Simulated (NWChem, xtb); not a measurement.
## How methods differ on CsCl (SMILES [Cl][Cs])

CsCl: 2 atoms, total charge 0, spin state singlet. SMILES: `[Cl][Cs]`. The bond length is the measured one.

```xyz
2

Cl    0.0000    0.0000    0.0000
Cs    0.0000    0.0000    2.9063
```

Each level gives the mean polarisability (bohr³). The values are calculated.

| level | kind | program | value (bohr³) |
| --- | --- | --- | --- |
| GFN0-xTB | semi-empirical | xtb | 101.3 |
| GFN2-xTB | semi-empirical | xtb | 102.8 |
| BP86/def2-SVP (core potential) | GGA | NWChem | 46.7 |
| BP86/def2-SVPD (core potential) | GGA | NWChem | 52.5 |
| BP86/def2-TZVP (core potential) | GGA | NWChem | 46.5 |
| BP86/def2-TZVPD (core potential) | GGA | NWChem | 53.4 |
| BP86/def2-QZVPD (core potential) | GGA | NWChem | 54.2 |

The values span 46.5 to 102.8 bohr³.
